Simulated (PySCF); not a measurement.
Compound: SnClH3.
Structure used (PBE0-D3(BJ)/def2-SVP), in Å, numbered top down from 1:
```
atom  x, y, z in Å
Sn1    0.0147   -0.0202   -0.1970
Cl2    0.0138   -0.0514    2.1616
H3     1.6531   -0.0396   -0.6768
H4    -0.7778    1.4204   -0.6590
H5    -0.8289   -1.4196   -0.6909
```

Level of theory: PBE0-D3(BJ)/def2-SVP geometry optimisation, gas phase, def2 core potentials past Kr (PySCF 2.14.0).

**Question.** Which atoms are bound to Sn1, and at what distances?

**Answer.** 4 atoms: H5 1.707 Å, H3 1.707 Å, H4 1.708 Å, Cl2 2.359 Å.

**Question.** List the angles at Sn1.

**Answer.** 
| angle | degrees | distance of the outer atoms (Å) |
| --- | --- | --- |
| H4–Sn1–H5 | 112.6 | 2.84 |
| H3–Sn1–H5 | 112.6 | 2.84 |
| H3–Sn1–H4 | 112.3 | 2.84 |
| Cl2–Sn1–H4 | 106.3 | 3.28 |
| Cl2–Sn1–H3 | 106.3 | 3.28 |
| Cl2–Sn1–H5 | 106.2 | 3.27 |

**Question.** What is the shape at Sn1?

**Answer.** Tetrahedral: angles from 106.2° to 112.6°; τ4 = (360° − α − β)/141° = 0.96 with α and β the two widest (0 for a square, 1 for a tetrahedron).

**Question.** What are the rotational constants (commonest isotopes, rigid rotor)?

**Answer.** A = 62229, B = 3204, C = 3204 MHz: a prolate symmetric top.

Point group: C3v (tolerance 0.08 Å). Charge 0, singlet. PBE0-D3(BJ)/def2-SVP frequencies: not computed here.
